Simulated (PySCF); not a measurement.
These compounds are isomers of formula C6H8NOP.

A. SMILES COc1nc(C)ccp1
B. SMILES COc1cnc(C)cp1
C. `CC(=O)c1cn(C)cp1`

Spectrum 1. ¹H NMR (400 MHz, computed): δ 9.45 (m, 1H), 7.31 (m, 1H), 4.13 (s, 3H), 2.76 (s, 3H). ¹³C{¹H} NMR (computed): δ 202.8 (C), 180.4 (CH), 162.2 (C), 123.6 (CH), 55.1 (CH3), 28.9 (CH3).

Spectrum 2. ¹H NMR (400 MHz, computed): δ 8.10 (m, 1H), 7.87 (m, 1H), 3.95 (s, 3H), 2.65 (s, 3H). ¹³C{¹H} NMR (computed): δ 197.1 (C), 159.3 (CH), 152.5 (C), 141.2 (CH), 39.4 (CH3), 31.3 (CH3).

Spectrum 3. ¹H NMR (400 MHz, computed): δ 8.96 (m, 1H), 8.60 (m, 1H), 4.13 (s, 3H), 2.86 (s, 3H). ¹³C{¹H} NMR (computed): δ 195.0 (C), 158.4 (C), 149.5 (CH), 147.2 (CH), 60.1 (CH3), 29.3 (CH3).

All values are calculated (PySCF 2.14.0 with density-fitted response routines): σ from GIAO-PBE0/pcSseg-1, structure optimised with GFN2-xTB. Rapidly exchanging positions averaged, relativity neglected, a single conformation, in vacuum.

Shifts are taken against calculated references (same method and geometry level): ¹H (σ = 31.72 ppm), ¹³C (σ = 186.93 ppm) against TMS. Splittings of carbon signals by F and P are missing where no couplings were computed. Where no couplings were computed, multiplicities follow the n + 1 count of equivalent neighbours, and m marks all less simple cases (inequivalent or close neighbours, rings, F or P nearby). Shifts are as computed. Against solution values, carbons near 30 ppm lie about +3 ppm off and those near 130 ppm about +5 ppm. Of 1211 compounds with measured shifts, 218 miss one by over three times the rms of a fit or turn the order of signals round; such compounds aren't used in these exercises.

Q: Match each spectrum to its structure.

A: 1–A, 2–C, 3–B.

- Spectrum 1 (A): 6 ¹³C signals; δC 202.8 is an aromatic carbon bearing oxygen; δC 55.1 is a methyl carbon bonded to O.
- Spectrum 2 (C): 6 ¹³C signals; δC 197.1 is a ketone carbonyl carbon; δC 159.3 is an aromatic CH next to a ring nitrogen.
- Spectrum 3 (B): 6 ¹³C signals; δC 195.0 is an aromatic carbon bearing oxygen; δC 147.2 is an aromatic CH next to a ring nitrogen.
